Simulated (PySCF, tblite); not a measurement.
Isomers of C6H9FOS. All values are computed: GFN2-xTB (tblite) harmonic vibrations without scaling, gas phase. Errors from tens to a few hundred cm⁻¹ against measured bands are possible. One conformer each.

Electronic energies: PBE0/pcSseg-1 single points on the GFN2-xTB geometries (PySCF, gas phase).

| SMILES | electronic energy, lowest = 0 (kcal/mol) |
| --- | --- |
| O=C1CCSC[C@H]1CF | 0.0 |
| CCOCSC1=C(F)C1 | 81.2 |
| C[C@@H]1SC[C@H](CF)C1=O | 0.5 |

Task: How do GFN2-xTB zero-point energies change the relative energies?

Result: 
```
                 SMILES  ZPE (kcal/mol)  of it from modes above 1550 cm⁻¹  electronic (kcal/mol)  with ZPE, lowest = 0 (kcal/mol)  lowest mode (cm⁻¹)  rings
       O=C1CCSC[C@H]1CF            88.0                              40.8                    0.0                              0.2                  67      1
C[C@@H]1SC[C@H](CF)C1=O            87.3                              41.0                    0.5                              0.0                  35      1
         CCOCSC1=C(F)C1            85.7                              41.3                   81.2                             79.1                 12i      1
```

The zero-point energies span 2.3 kcal/mol, from `CCOCSC1=C(F)C1` to `O=C1CCSC[C@H]1CF`. Slightly imaginary modes are left out of the zero-point energy: `CCOCSC1=C(F)C1` 12.2i cm⁻¹. With it `C[C@@H]1SC[C@H](CF)C1=O` becomes the lowest.

Task: And how do the electronic energies of GFN2-xTB itself compare?

Result: `O=C1CCSC[C@H]1CF` 0.9; `C[C@@H]1SC[C@H](CF)C1=O` 0.0; `CCOCSC1=C(F)C1` 69.3 kcal/mol, lowest = 0. Against the energies above, taken from the same isomer `O=C1CCSC[C@H]1CF`, the largest difference is 12.8 kcal/mol.
